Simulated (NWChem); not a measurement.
Everything below was run with NWChem. System: Sn (+1), charge 1, spin multiplicity 2. Its SCF solution wasn't tested for a lower state. Level: UMP2/def2-TZVP with def2 effective core potentials on Sn, 4 core orbitals frozen.

Part of the output:

```
             Northwest Computational Chemistry Package (NWChem) 7.3.0
             --------------------------------------------------------

                                NWChem Input Module
                                -------------------

 Scaling coordinates for geometry "geometry" by  1.889725989
 (inverse scale =  0.529177249)

                             Geometry "geometry" -> ""
                             -------------------------

 Output coordinates in angstroms (scale by  1.889725989 to convert to a.u.)

  No.       Tag          Charge          X              Y              Z
 ---- ---------------- ---------- -------------- -------------- --------------
    1 Sn                  50.0000     0.00000000     0.00000000     0.00000000

 Effective nuclear repulsion energy (a.u.)       0.0000000000

            Nuclear Dipole moment (a.u.)
            ----------------------------
        X                 Y               Z
 ---------------- ---------------- ----------------
     0.0000000000     0.0000000000     0.0000000000

      Symmetry information
      --------------------

 Group name             D2h
 Group number             26
 Group order               8
 No. of unique centers     1

      Symmetry unique atoms

     1


 Summary of "ao basis" -> "" (spherical)
 ------------------------------------------------------------------------------
       Tag                 Description            Shells   Functions and Types
 ---------------- ------------------------------  ------  ---------------------
 *                         def2-tzvp                  on all atoms

 Summary of "ao basis" -> "ao basis" (spherical)
 ------------------------------------------------------------------------------
       Tag                 Description            Shells   Functions and Types
 ---------------- ------------------------------  ------  ---------------------
 Sn                        def2-tzvp                16       50   6s5p3d2f

                                 NWChem SCF Module
                                 -----------------

  ao basis        = "ao basis"
  functions       =    50
  atoms           =     1
  alpha electrons =    11
  beta  electrons =    10
  charge          =   1.00
  wavefunction    = UHF
  use symmetry    = T
  symmetry adapt  = T

 Summary of "ao basis" -> "ao basis" (spherical)
 ------------------------------------------------------------------------------
       Tag                 Description            Shells   Functions and Types
 ---------------- ------------------------------  ------  ---------------------
 Sn                        def2-tzvp                16       50   6s5p3d2f

      Symmetry analysis of basis
      --------------------------

        ag         12
        au          2
        b1g         3
        b1u         9
        b2g         3
        b2u         9
        b3g         3
        b3u         9

 Forming initial guess at       0.1s

   Symmetry analysis of molecular orbitals - initial alpha
   -------------------------------------------------------

  Numbering of irreducible representations:

     1 ag          2 au          3 b1g         4 b1u         5 b2g
     6 b2u         7 b3g         8 b3u

  Orbital symmetries:

     1 ag          2 b1u         3 b3u         4 b2u         5 ag
     6 b2g         7 b3g         8 b1g         9 ag         10 ag
    11 b2u        12 b1u        13 b3u        14 b2u        15 b1u
    16 b3u        17 ag         18 b3g        19 b1g        20 ag
    21 ag

   Symmetry analysis of molecular orbitals - initial beta
   ------------------------------------------------------

  Numbering of irreducible representations:

     1 ag          2 au          3 b1g         4 b1u         5 b2g
     6 b2u         7 b3g         8 b3u

  Orbital symmetries:

     1 ag          2 b1u         3 b3u         4 b2u         5 ag
     6 b2g         7 b3g         8 b1g         9 ag         10 ag
    11 b1u        12 b3u        13 b2u        14 b1u        15 b3u
    16 b2u        17 ag         18 b2g        19 ag         20 b3g
    21 b1g

 Starting SCF solution at       0.1s

 ----------------------------------------------
         Quadratically convergent UHF
[...]
 Vector   12  Occ=0.000000D+00  E=-2.259923D-01  Symmetry=b1u
              MO Center= -2.5D-16, -3.6D-18,  2.0D-16, r^2= 3.7D+00
   Bfn.  Coefficient  Atom+Function         Bfn.  Coefficient  Atom+Function
  ----- ------------  ---------------      ----- ------------  ---------------
    18      0.530596  1 Sn pz                21      0.369231  1 Sn pz
    12     -0.329160  1 Sn pz                15      0.267064  1 Sn pz

 Vector   13  Occ=0.000000D+00  E=-1.831992D-01  Symmetry=b2u
              MO Center=  7.3D-21, -3.6D-18,  4.4D-19, r^2= 4.1D+00
   Bfn.  Coefficient  Atom+Function         Bfn.  Coefficient  Atom+Function
  ----- ------------  ---------------      ----- ------------  ---------------
    20      0.472710  1 Sn py                17      0.439783  1 Sn py
    11     -0.310349  1 Sn py                14      0.260430  1 Sn py

 center of mass
 --------------
 x =   0.00000000 y =   0.00000000 z =   0.00000000

 moments of inertia (a.u.)
 ------------------
           0.000000000000           0.000000000000           0.000000000000
           0.000000000000           0.000000000000           0.000000000000
           0.000000000000           0.000000000000           0.000000000000

  Mulliken analysis of the total density
  --------------------------------------

    Atom       Charge   Shell Charges
 -----------   ------   -------------------------------------------------------
    1 Sn  22    21.00   0.29 -0.78  1.55  0.94  1.31  0.68 -0.39  6.35  0.32  0.63  0.10  8.96  1.02  0.02  0.00  0.00

  Mulliken analysis of the alpha density
  --------------------------------------

    Atom       Charge   Shell Charges
 -----------   ------   -------------------------------------------------------
    1 Sn  22    11.00   0.15 -0.39  0.78  0.47  0.65  0.35 -0.20  3.18  0.29  0.63  0.10  4.47  0.52  0.01  0.00  0.00

   Mulliken analysis of the beta density
   -------------------------------------

    Atom       Charge   Shell Charges
 -----------   ------   -------------------------------------------------------
    1 Sn  22    10.00   0.15 -0.39  0.78  0.47  0.66  0.34 -0.19  3.17  0.03 -0.00  0.00  4.49  0.50  0.01  0.00  0.00

   Mulliken analysis of the spin density
   -------------------------------------

    Atom       Charge   Shell Charges
 -----------   ------   -------------------------------------------------------
    1 Sn  22     1.00  -0.00  0.00 -0.00 -0.00 -0.01  0.01 -0.01  0.01  0.27  0.63  0.10 -0.03  0.02  0.01  0.00 -0.00

       Multipole analysis of the density wrt the origin
       ------------------------------------------------

     L   x y z        total         alpha         beta         nuclear
     -   - - -        -----         -----         ----         -------
     0   0 0 0      1.000000    -11.000000    -10.000000     22.000000

     1   1 0 0      0.000000      0.000000     -0.000000      0.000000
     1   0 1 0      0.000000      0.000000      0.000000      0.000000
     1   0 0 1      0.000000      0.000000      0.000000      0.000000

     2   2 0 0    -13.143499     -7.458420     -5.685079      0.000000
     2   1 1 0      0.000000      0.000000      0.000000      0.000000
     2   1 0 1     -0.000000     -0.000000     -0.000000      0.000000
     2   0 2 0    -17.194759    -11.808678     -5.386081      0.000000
     2   0 1 1      0.000000      0.000000     -0.000000      0.000000
     2   0 0 2    -13.143499     -7.458420     -5.685079      0.000000

                   NWChem MP2 Semi-direct Energy/Gradient Module
                   ---------------------------------------------

  Basis functions       =     50
  Molecular orbitals    =     50
  Frozen core           =      4
  Frozen virtuals       =      0
  Active alpha occupied =      7
  Active beta occupied  =      6
  Active alpha virtual  =     39
  Active beta virtual   =     40
  Use MO symmetry       = T
  Use skeleton AO sym   = T

  AO/Fock/Back tols     =   1.0D-09  1.0D-09  1.0D-09

 GA uses MA = F    GA memory limited = T

 Available:
  local mem=  1.26D+08
 global mem=  1.44D+08
 local disk=  0.00D+00
  mp2_memr nvloc                    39
  nvloc new                    39
   1 passes of   7:        3145728                      18744                   1187797.
   1 passes of   7: M    126143237           G      144174200           F     122997509.

 Semi-direct pass number   1 of   1  for UHF alpha       at        0.6s
  vrange nnbf                  1275
  mp2_eaftype                    10  avail_ma_in_mb                  1099
 EAF : mp2_eaftype filesize          10     593898.
  mp2_eaf for mointskh                     10
Node 0 wrote      2.8 Mb in      0.0 s     Agg I/O rate:  1024.0 Mb/s
 Done moints_semi at        1.5s
  mp2_eaftype                    10  avail_ma_in_mb                  1089
 EAF : mp2_eaftype filesize          10     593898.
  mp2_eaf for kh                    10
 Done maket at        1.5s
 Done multipass loop at        1.5s

 GA uses MA = F    GA memory limited = T

 Available:
  local mem=  1.26D+08
 global mem=  1.44D+08
 local disk=  0.00D+00
  mp2_memr nvloc                    40
  nvloc new                    40
   1 passes of   6:        3145728                      17095                   1044742.
   1 passes of   6: M    126143237           G      144174200           F     122997509.

 Semi-direct pass number   1 of   1  for UHF beta        at        1.6s
  vrange nnbf                  1275
  mp2_eaftype                    10  avail_ma_in_mb                  1099
 EAF : mp2_eaftype filesize          10     522371.
  mp2_eaf for mointskh                     10
Node 0 wrote      2.4 Mb in      0.0 s     Agg I/O rate:  1174.7 Mb/s
 Done moints_semi at        2.5s
  mp2_eaftype                    10  avail_ma_in_mb                  1089
 EAF : mp2_eaftype filesize          10     522371.
  mp2_eaf for kh                    10
 Done maket at        2.5s
 Done multipass loop at        2.5s

          -------------------------------------------
          SCF energy                -213.088034699941
          Correlation energy          -0.250299576332
          Singlet pairs                0.000000000000
          Triplet pairs                0.000000000000
          Total MP2 energy          -213.338334276274
          -------------------------------------------

          ---------------------------------------------------
                    Spin Component Scaled (SCS) MP2
          Same spin pairs                     -0.087250987922
          Same spin scaling factor             0.333333333333
          Opposite spin pairs                 -0.163048588410
          Opposite spin scaling fact.          1.200000000000
          SCS-MP2 correlation energy          -0.224741968733
          Total SCS-MP2 energy              -213.312776668674
          ---------------------------------------------------

 -----------------------
 Performance information
 -----------------------

 Timer overhead =  1.37D-07 seconds/call

               Nr. of calls         CPU time (s)                 Wall time (s)                GFlops
             ---------------    -------------------     ------------------------------   -------------------
Name         Min   Avg   Max    Min     Avg     Max     Min     Avg     Max   Mx/calls   Min     Max     Sum
mp2: moin     2     2     2    1.8     1.8     1.8      1.8     1.8     1.8    0.88      0.0     0.0     0.0
mp2: make     2     2     2   5.03E-2 5.03E-2 5.03E-2  5.03E-2 5.03E-2 5.03E-2 2.52E-2   0.0     0.0     0.0
mp2: tota     1     1     1    1.9     1.9     1.9      1.9     1.9     1.9     1.9      0.0     0.0     0.0

 The average no. of pstat calls per process was 5.00D+00
 with a timing overhead of 6.84D-07s

 Task  times  cpu:        2.5s     wall:        2.5s

 Total times  cpu:        2.5s     wall:        2.5s
```

**Question.** Write an NWChem input that would produce this output.

**Answer.** Several could match; the one computed here: 
```
start mol
memory heap 200 mb stack 900 mb global 1100 mb
charge 1
geometry units angstroms nocenter noautoz
  Sn     0.000000     0.000000     0.000000
  symmetry group D2h
end
basis spherical
  * library def2-tzvp
end
ecp
  Sn library def2-ecp
end
scf
  uhf
  nopen 1
  maxiter 100
  thresh 1e-7
  semidirect memsize 60000000 filesize 0
  # guess.movecs holds the orbitals of an unrestricted PBE0 run
  vectors input guess.movecs output mol.movecs
end
mp2
  freeze core 4
end
task mp2 energy
```
